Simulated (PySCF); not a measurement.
Mapped SMILES: `[CH3:1][C:2](=[S:3])[B:4]1[CH:5]=[CH:6][CH:7]=[CH:8][CH:9]=[CH:10]1` (H(Xn): hydrogen on atom n).

Geometry: PBE0-D3(BJ)/def2-SVP; GIAO absolute shieldings from PySCF 2.14, gas phase, non-relativistic, averaged over equivalent atoms.

At PBE0/pcSseg-1 (222 basis functions, 110 s wall time on 1 thread of an Arm Neoverse N1, shared host):
```
       atoms  σ (ppm)
          C2   -145.7
      C5/C10     25.5
       C6/C9     27.9
       C7/C8     41.2
          C1    137.6
          S3   -705.9
          B4     61.0
 H(C6)/H(C9)    23.25
H(C5)/H(C10)    23.53
 H(C7)/H(C8)    23.88
       H(C1)    27.69
```

What do these become at wB97X-D/pcSseg-1?

## Answers


```
       atoms  σ at wB97X-D/pcSseg-1  change
          C2                 -151.3    -5.6
      C5/C10                   26.7    +1.2
       C6/C9                   26.4    -1.5
       C7/C8                   41.0    -0.2
          C1                  138.1    +0.5
          S3                 -726.4   -20.5
          B4                   60.9    -0.1
 H(C6)/H(C9)                  23.34   +0.09
H(C5)/H(C10)                  23.67   +0.14
 H(C7)/H(C8)                  23.99   +0.11
       H(C1)                  27.84   +0.15
```

The largest change is at S3 (thione sulfur). Cost: 222 basis functions, 110 s wall time on 1 thread of an Arm Neoverse N1, shared host. The order of the carbon signals changes between the two levels.

A carbon bonded to boron is broadened by the quadrupolar boron nucleus and is often missing from a measured spectrum. The carbons averaged at δ 158.9 differ by 10 ppm in this conformer.
